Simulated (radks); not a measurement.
These are the eigenvalues of the occupied orbitals of an atom or ion with whole-number occupations (hartree). Method: scalar-relativistic Kohn-Sham, PBE, spin-unpolarised, spherical densities, finite nucleus; Fermi nuclear charge, rms radius of each element as measured or else 0.836 A^(1/3) + 0.57 fm; computed with a radial shooting solver on a logarithmic mesh with Libxc functionals.

1s: -305.1395
2s: -39.49288
2p: -34.44850
3s: -7.26842
3p: -5.78154
3d: -3.38994

Which element is it, and in what charge state? The configuration may be excited.

Answer. Z = 28, nickel, charge +5: Ni5+ in [Ar] 3d5. The list shows which subshells hold electrons but not how many an open one holds; the 1s level, -305.14 hartree, gives Z - s = 24.7 by -(Z - s)^2/2, which with screening and relativity narrows Z to a few neighbours, and the depths of the outer levels then fix element, charge and occupations together.
